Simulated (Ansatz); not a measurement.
Relaxation of C₂H₁₀Al₂BNO (17 atoms, charge 0, multiplicity 1), to a largest force component of 0.015 eV/Å in at most 40 steps.

Computed with Ansatz, RKS B3LYP-D4/STO-3G.

```xyz
17
Properties=species:S:1:pos:R:3:forces:R:3
C 1.672 -2.153 -0.986 0.06 1.88 -0.21
O 0.579 -1.169 -0.883 -1.56 -2.39 -0.95
C 1.086 0.069 -0.475 2.08 2.68 1.43
Al -0.302 1.366 -0.220 -2.37 1.56 -0.29
N -0.426 2.966 -1.247 0.28 -0.78 0.53
B -1.877 0.942 1.130 1.44 -0.72 -0.25
Al -1.768 -0.836 2.202 -0.75 -0.57 0.77
H 2.419 -1.768 -1.754 -0.22 -0.74 0.87
H 2.110 -2.279 0.030 0.50 -0.26 -0.33
H 1.196 -3.067 -1.325 -0.07 -0.91 -0.28
H 1.621 -0.026 0.544 -0.16 0.17 -1.13
H 1.826 0.497 -1.210 0.12 -0.42 0.42
H -1.384 3.002 -1.762 0.87 0.01 1.00
H -0.494 3.769 -0.523 -0.40 -0.62 -0.72
H -2.773 1.665 1.292 -0.31 0.34 -0.06
H -2.939 -1.161 3.264 1.54 0.12 -1.17
H -0.565 -1.817 1.964 -1.04 0.68 0.38
```

Problem. Where does it end, and by what steps?

Solution. It converged. Limits of this set-up: minimal basis. After 38 steps the energy has fallen by 3.238 eV; H16 moved furthest, 2.71 Å. Joined: O2–Al7.

```json
{"step": "0", "energy less start (eV)": "0.0000", "largest force component (eV/Å)": "2.677", "accepted": "yes"}
{"step": "2", "energy less start (eV)": "-0.7051", "largest force component (eV/Å)": "0.560", "accepted": "yes"}
{"step": "4", "energy less start (eV)": "-0.7958", "largest force component (eV/Å)": "1.833", "accepted": "yes"}
{"step": "6", "energy less start (eV)": "-1.1194", "largest force component (eV/Å)": "1.045", "accepted": "yes"}
{"step": "8", "energy less start (eV)": "-1.3888", "largest force component (eV/Å)": "2.219", "accepted": "yes"}
{"step": "10", "energy less start (eV)": "-1.5973", "largest force component (eV/Å)": "0.652", "accepted": "yes"}
{"step": "12", "energy less start (eV)": "-1.7492", "largest force component (eV/Å)": "0.319", "accepted": "yes"}
{"step": "14", "energy less start (eV)": "-1.8312", "largest force component (eV/Å)": "0.110", "accepted": "yes"}
{"step": "16", "energy less start (eV)": "-1.8375", "largest force component (eV/Å)": "0.465", "accepted": "no"}
{"step": "18", "energy less start (eV)": "-1.8736", "largest force component (eV/Å)": "0.105", "accepted": "yes"}
{"step": "20", "energy less start (eV)": "-1.9439", "largest force component (eV/Å)": "0.359", "accepted": "yes"}
{"step": "22", "energy less start (eV)": "-2.1851", "largest force component (eV/Å)": "0.567", "accepted": "yes"}
{"step": "24", "energy less start (eV)": "-2.8155", "largest force component (eV/Å)": "0.871", "accepted": "yes"}
{"step": "26", "energy less start (eV)": "-3.1465", "largest force component (eV/Å)": "0.317", "accepted": "yes"}
{"step": "28", "energy less start (eV)": "-3.1850", "largest force component (eV/Å)": "0.111", "accepted": "yes"}
{"step": "30", "energy less start (eV)": "-3.2071", "largest force component (eV/Å)": "0.250", "accepted": "yes"}
{"step": "32", "energy less start (eV)": "-3.2234", "largest force component (eV/Å)": "0.278", "accepted": "yes"}
{"step": "34", "energy less start (eV)": "-3.2297", "largest force component (eV/Å)": "0.256", "accepted": "yes"}
{"step": "36", "energy less start (eV)": "-3.2372", "largest force component (eV/Å)": "0.043", "accepted": "yes"}
{"step": "38", "energy less start (eV)": "-3.2382", "largest force component (eV/Å)": "0.011", "accepted": "yes"}
```

```xyz
17
Properties=species:S:1:pos:R:3
C 1.064 -2.132 -0.413
O 0.150 -1.008 -0.163
C 0.705 0.282 -0.696
Al -0.579 1.646 -0.117
N -0.461 3.139 -0.985
B -1.652 0.791 1.357
Al -0.882 -1.079 1.472
H 1.278 -2.213 -1.498
H 2.019 -2.003 0.139
H 0.557 -3.052 -0.062
H 1.727 0.403 -0.275
H 0.834 0.136 -1.788
H 0.203 3.353 -1.755
H -1.048 3.979 -0.818
H -2.471 1.319 2.011
H -1.693 -2.310 1.150
H 0.231 -1.252 2.481
```

Whether the end is a true minimum wasn't checked by a vibrational analysis.

The run took 3.7 min on 1 thread of Arm Neoverse V1 (shared host), peak memory 0.19 GiB.
